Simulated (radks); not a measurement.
Results of a calculation; reference values are marked as such.
Polarisability of the magnesium ion Mg2+, [Ne], at imaginary frequency. Code: a radial shooting solver on a logarithmic mesh with Libxc functionals. Model: non-relativistic Kohn-Sham, LDA (Slater exchange, Perdew-Wang correlation), spin-polarised, spherical densities, point nucleus. Response by self-consistent Sternheimer equations with the Hartree and adiabatic LDA kernel.

w (hartree)  alpha1(iw) (bohr^3)  alpha2(iw) (bohr^5)
0.00266                   0.5136               0.6082
0.0143                    0.5136               0.6082
0.0360                    0.5135               0.6081
0.0697                    0.5133               0.6079
0.118                     0.5127               0.6072
0.186                     0.5113               0.6057
0.280                     0.5084               0.6025
0.413                     0.5025               0.5960
0.605                     0.4906               0.5829
0.892                     0.4668               0.5567
1.35                      0.4212               0.5059
2.12                      0.3412               0.4149
3.59                      0.2247               0.2779
6.94                      0.1019               0.1263
17.5                     0.02318              0.02751

Static values: alpha1 = 0.5136 bohr^3 (0.07611 angstrom^3; uncoupled 0.5822), alpha2 = 0.6082 bohr^5, alpha3 = 1.287 bohr^7. C6 = 0.6243, C8 = 3.768, triple-dipole C9 = 0.2309 atomic units. One-pole (London) frequency 4 C6 / (3 alpha1^2) = 3.155 hartree, against 2.457 for minus the highest occupied eigenvalue. The dipole shielding factor is 0.833, as the force sum rule N/Z = 0.833 demands.
